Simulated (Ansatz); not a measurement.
Born–Oppenheimer molecular dynamics of ClF2GeH3 (7 atoms, charge 0, multiplicity 1). It starts at the highest image of a converged band, a first-order saddle point between two minima.

All numbers below come from RHF/def2-SVP (Ansatz).

```
ensemble                      : NVE (velocity Verlet)
time step                     : 0.5 fs
steps asked                   : 200
starting velocities drawn for : 300 K
seed                          : 11190
```

First frame:

```xyz
7
Properties=species:S:1:pos:R:3
Ge -0.107 -0.016 -0.096
F -0.092 -0.313 1.850
H 1.374 0.286 0.008
F -0.637 1.300 -1.052
H -0.574 -1.349 -0.617
Cl -2.446 0.318 1.123
H -1.169 -0.110 1.932
```

Q: How far do the bonds stretch over the last three quarters of this one trajectory? (Pairs bonded in most of those frames.)

A: 
```json
{"bond": "Ge1–F2", "mean (Å)": "1.740", "spread (Å)": "0.113", "shortest": "1.58", "longest": "1.94"}
{"bond": "Ge1–H3", "mean (Å)": "1.522", "spread (Å)": "0.019", "shortest": "1.49", "longest": "1.55"}
{"bond": "Ge1–F4", "mean (Å)": "1.718", "spread (Å)": "0.040", "shortest": "1.66", "longest": "1.78"}
{"bond": "Ge1–H5", "mean (Å)": "1.514", "spread (Å)": "0.014", "shortest": "1.49", "longest": "1.54"}
{"bond": "Cl6–H7", "mean (Å)": "1.278", "spread (Å)": "0.035", "shortest": "1.23", "longest": "1.34"}
```

Mean temperature of the second half: 2144 K. The conserved energy stayed within 0.12 meV per atom of its start (net change -0.12 meV per atom), so the integration is sound. The kinetic energy rose, since the run started high on the potential surface and went downhill. It ends in pieces (ClH + F2GeH2), so much of that is their flight and rotation, not heat. A run of 0.1 ps of so small a system gives no equilibrium averages. The orbitals stay closed-shell, which can raise the energy where a bond breaks towards radicals; this wasn't checked here.

The run took 6.6 min on 1 thread of Arm Neoverse V1, on a shared host, peak memory 0.19 GiB.
